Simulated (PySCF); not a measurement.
Positional isomers: styrene silyl+vinyl. Isolated molecules, 0 K electronic values unless said otherwise. One relaxed conformer stands for each flexible species; it need not be the lowest. Strings in code marks are SMILES.

The numbers are results of PBE-D3(BJ)/def2-TZVP // B3LYP-D3(BJ)/def2-SVP (PySCF), not measurements. All candidates: neutral, multiplicity 1. Delta-SCF ions had no search for a lower state. Excitations are Tamm–Dancoff values on a coarser integration grid. The basis has no diffuse functions, so Rydberg states are missing or too high.

* **brightest of the four lowest singlets (TDA)**: 4.15 eV
* **vertical ionisation energy (Delta-SCF)**: 7.58 eV
* **HOMO**: -5.41 eV

Q: Which member has these values?
A. `C=C/C([SiH3])=C\c1ccccc1` (C–C–C–Si torsion -18°, C–C–C–C torsion 148°)
B. `C=C/C=C/c1ccc([SiH3])cc1` (C–C–C–C torsion 180°, C–C–C–C torsion -2°)
C. `C=C/C=C\c1cccc([SiH3])c1` (C–C–C–C torsion -175°, C–C–C–C torsion -146°)

A: B, `C=C/C=C/c1ccc([SiH3])cc1` (C–C–C–C torsion 180°, C–C–C–C torsion -2°). The others give `C=C/C([SiH3])=C\c1ccccc1` (C–C–C–Si torsion -18°, C–C–C–C torsion 148°): 4.18 eV, 7.79 eV, -5.57 eV; `C=C/C=C\c1cccc([SiH3])c1` (C–C–C–C torsion -175°, C–C–C–C torsion -146°): 4.27 eV, 7.76 eV, -5.49 eV
